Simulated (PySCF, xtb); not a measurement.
SnI₂, SMILES [I][Sn][I] (connectivity only; charge and spin as stated), neutral, multiplicity 1.

Harmonic wavenumbers (cm⁻¹) from GFN2-xTB (xtb 6.7.1) at its own minimum, in rising order: 58, 209, 218.

**Question.** What does ωB97X-D3(BJ)/def2-SVP in PySCF give at its own minimum? (An estimate is asked for; the answer gives what the named calculation found.)

**Answer.** 65, 218, 220. Paired by order, the mean absolute difference is 6 cm⁻¹ and the zero-point energies are 0.7 and 0.7 kcal/mol.
